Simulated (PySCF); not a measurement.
# `O[SiH2][Si@H]1C[C@@H]1Cl`, C2H7ClOSi2

Cartesian coordinates in Å; atom numbers follow the order of the lines, from 1:
```xyz
13

O     2.689   -0.720   -1.441
Si    1.923   -0.090   -0.153
Si   -0.327   -0.016   -0.591
C    -1.580   -0.467    0.763
C    -1.447    1.027    0.545
Cl   -2.874    1.843   -0.093
H     2.616   -1.630   -1.713
H     2.586    1.207   -0.064
H     2.222   -0.897    1.038
H    -0.963   -0.152   -1.903
H    -2.535   -0.890    0.487
H    -1.258   -0.820    1.733
H    -1.057    1.604    1.374
```

Method used: PySCF 2.14.0, TDDFT BHandHLYP/def2-SVPD circular dichroism and optical rotation, one conformer, gas phase. Geometry: GFN2-xTB.

The molecule is flexible and this is one conformer; a measurement averages over conformers.

Question: Draw the ECD and absorption spectra from the lowest 12 states, each a Gaussian of half-width 0.2 eV at 1/e height.

Answer: 
```tsv
E (eV)	λ (nm)	Δε (L mol⁻¹ cm⁻¹)	ε (L mol⁻¹ cm⁻¹)
4.60	269	+0.02	9.24
4.70	264	+0.16	87.7
4.80	258	+0.94	505
4.90	253	+3.30	1760
5.00	248	+6.98	3730
5.10	243	+8.96	4790
5.20	238	+6.98	3730
5.30	234	+3.35	1790
5.40	229	+1.40	779
5.50	225	+2.70	1680
5.60	221	+8.55	5640
5.70	217	+17.42	12100
5.80	214	+21.53	15900
5.90	210	+16.10	12700
6.00	207	+7.27	6200
6.10	203	+1.83	1870
6.20	200	-0.75	499
6.30	197	-5.07	695
6.40	194	-16.48	1920
6.50	191	-33.90	3870
6.60	188	-41.65	5240
6.70	185	-26.62	5020
6.80	182	-2.79	3990
6.90	180	+5.82	2990
7.00	177	-3.52	2170
7.10	175	-15.67	1610
7.20	172	-22.92	1350
7.30	170	-31.25	1550
7.40	167	-36.63	2240
7.50	165	-21.64	2790
```
Δε uses R in velocity form, ε uses f in length form. Only the states computed contribute, so the short-wavelength end is incomplete.
